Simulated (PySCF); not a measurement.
**Removal energies of Yb⁴²⁺ from EOM-IP-GCCSD**

Reference: closed-shell Yb⁴²⁺, [Ar] 3d10; one electron is removed. Calculated with PySCF 2.14, two-component X2C-1e with screened spin-orbit coupling, an even-tempered Gaussian basis (18 s from 3.2 bohr⁻², ratio 2.6; 15 p from 4.2 bohr⁻², ratio 2.6; 10 d from 4.2 bohr⁻², ratio 2.6; 5 f from 4.3 bohr⁻², ratio 2.8); frozen [Ar]; the 98 highest virtual spinors dropped; of the others 70 kept and the rest restored at second order. No Breit or QED terms. Binding energies in eV.

```csv
level,Koopmans,second order,EOM-CCSD
3d3/2,3500.9,3500.1,3500.2
3d5/2,3448.7,3448.1,3448.2
```

For comparison, the ionisation energy of Yb⁴²⁺ is 3443 ± 4 eV (theoretical estimate listed by NIST; NIST Atomic Spectra Database, ionization energies).
